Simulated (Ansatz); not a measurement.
`[SbH2][I]` + SiH₄ → `[SiH3][SbH2]` + HI  (formal exchange of groups at the Sb–I bond)

Calculated with Ansatz (gas phase, PBE0-D4/def2-TZVP geometries, no zero-point term in ΔE). CCSD(T)/CBS adds triple-zeta CCSD(T) − MP2 to the extrapolated MP2 energy (def2 sets, frozen cores). This one scheme is used for every species. DFT in def2-TZVPP. def2 core potentials past Kr. For I, Sb outer-core shells are correlated without core-valence functions, which leaves a few kJ/mol of doubt a bond.

`[SbH2][I]`:

Z-matrix (Å, degrees):
```
Sb
I 1 2.724
H 1 1.711 2 94.0
H 1 1.711 2 94.0 3 90.7
```

SiH₄:

Z-matrix (Å, degrees):
```
Si
H 1 1.485
H 1 1.485 2 109.5
H 1 1.485 2 109.5 3 -120.0
H 1 1.485 2 109.5 3 120.0
```

`[SiH3][SbH2]`:

Z-matrix (Å, degrees):
```
Si
Sb 1 2.574
H 1 1.485 2 112.8
H 1 1.487 2 108.7 3 -121.0
H 1 1.487 2 108.6 3 121.0
H 2 1.708 1 90.9 3 -46.0
H 2 1.709 1 91.0 3 45.5
```

HI:

```xyz
2

I    -0.424    0.640   -0.241
H     0.424   -0.640    0.241
```

| level | ΔE (kcal/mol) |
| --- | --- |
| r2SCAN-D4 | 13.0 |
| r2SCAN0 | 13.1 |
| BHLYP | 15.3 |
| RPA@PBE/def2-TZVPP | 11.7 |
| MP2/def2-TZVPP | 12.8 |
| CCSD/def2-TZVPP | 11.8 |
| MP2/def2-QZVPP | 14.3 |
| MP2/CBS(def2) | 15.1 |

Problem. What does CCSD(T)/CBS give? (Best estimate.)

Solution. Ansatz gave: +13.8 kcal/mol. The listed levels differ from it by -0.8, -0.7, 1.5, -2.1, -1.0, -2.0, 0.5, 1.3 kcal/mol.

Largest T1 diagnostic among the species: 0.014.

Leaving LDA and LC-ωPBE aside and taking each functional with its dispersion term where it has one, the values, not all of them listed here, spread over 3.4 kcal/mol, from PBE-D4 to BHLYP-D4. LDA lies −2.2 kcal/mol from PBE without D4. In def2-TZVPP, CCSD(T) changes the Hartree–Fock value by −5.7 kcal/mol (the triples alone add −0.3 kcal/mol) and MP2 by −4.4 kcal/mol.
